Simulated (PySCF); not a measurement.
**Correlation energy of In⁺ (indium, charge +1)**

[Kr] 4d10 5s1 5d1, high-spin 3D determinant (an excited configuration). Calculation: PySCF 2.14, in aug-cc-pVDZ-PP with ECP28MDF; a scalar-relativistic core potential. Frozen: 4s2 4p6 4d10; 2 electrons correlated.

With two correlated electrons CCSD is exact within the correlated space (frozen core and kept virtual orbitals).

```tsv
level	correlation energy (mhartree)
CCSD	-2.49
```

Diagnostics: T1 = 0.0012, D1 = 0.0023, largest double amplitude 0.043.

Q: Is a single reference adequate?

A: Yes, within this model without spin-orbit coupling: T1 lies below 0.03 and no double amplitude reaches 0.07.
